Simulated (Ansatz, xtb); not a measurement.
**A geometry optimisation of C2H4F2Sn with r2SCAN-D4/def2-SVP**

The starting geometry of this gas-phase triplet was built from a drawn formula by distance geometry and a force field; its bonds are those of `FC[CH2][Sn][F]`.

```xyz
9

C    -1.0941   -0.7271   -0.6576
C    -0.3842   -1.0620    0.6745
F    -1.3688   -1.9070   -1.3494
F    -1.5851    1.7108    2.0622
Sn    0.0029    0.7542    1.7668
H    -0.4196   -0.0922   -1.2837
H    -2.0385   -0.1574   -0.4403
H    -1.0831   -1.7008    1.2755
H     0.5548   -1.5843    0.4618
```

Predict what becomes of its bonds when it is optimised with r2SCAN-D4/def2-SVP.

It keeps its bonds, and is `FC[CH2][Sn][F]`.

The energy falls by 0.26 eV over 13 steps:

```csv
step,E − E(last) (eV)
1,0.258
2,0.040
4,0.007
5,0.004
6,0.003
8,0.002
9,0.001
10,0.000
12,0.000
13,0.000
```

Final geometry (Å):

```xyz
9

C    -1.0927   -0.6667   -0.5943
C    -0.3598   -1.1545    0.6283
F    -1.5385   -1.7914   -1.2783
F    -1.7280    1.5835    1.7048
Sn    0.0598    0.7613    1.8695
H    -0.4314   -0.0879   -1.2608
H    -1.9622   -0.0466   -0.3208
H    -0.9801   -1.7430    1.3185
H     0.6172   -1.6203    0.4430
```

From the same start GFN2-xTB reaches the same bonding as this run.

No frequencies were run, so the end isn't proven a minimum. Open shells are spin-unrestricted. The triplet needn't be the ground state. Atoms past krypton carry core potentials, without spin–orbit terms. Run with Ansatz 0.2.0, 96 s on 2 threads of Arm Neoverse V1 (shared host).
